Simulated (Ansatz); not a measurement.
`C[O][W](=[NH])(=[NH])[Cl]` + HCl → `[NH]=[W](=[NH])([Cl])[Cl]` + CH₃OH  (ligand exchange at a W–O bond)

Computed with Ansatz on PBE0-D4/def2-TZVP structures; ΔE is electronic, products minus reactants. CCSD(T)/CBS is the MP2 limit (def2-TZVPP, def2-QZVPP) plus CCSD(T) − MP2 in def2-TZVPP, frozen cores. This one scheme is used for every species. Functionals use def2-TZVPP. Elements past krypton have def2 core potentials. For W outer-core shells are correlated without core-valence functions, which leaves a few kJ/mol of doubt a bond. One conformer a species, not always the lowest.

```
  level  ΔE (kJ/mol)
 B2PLYP        -23.2
r2SCANh        -22.9
```

(1) What does CCSD(T)/CBS give? (Estimate.)

Largest T1 diagnostic among the species: 0.019.

Answers

(1) The calculation gave: -23.7 kJ/mol. The listed levels differ from it by 0.5, 0.8 kJ/mol.

From BLYP to BHLYP (50 % exact exchange), in def2-TZVPP and without D4, ΔE moves by −3.9 kJ/mol. Leaving LDA and LC-ωPBE aside and taking each functional with its dispersion term where it has one, the values, not all of them listed here, spread over 15.6 kJ/mol, from PBE-QIDH to CAM-B3LYP-D4. LDA lies +7.5 kJ/mol from PBE without D4. At CCSD(T), def2-SVP lies +12.5 kJ/mol from the extrapolated value and def2-TZVPP +5.2 kJ/mol.
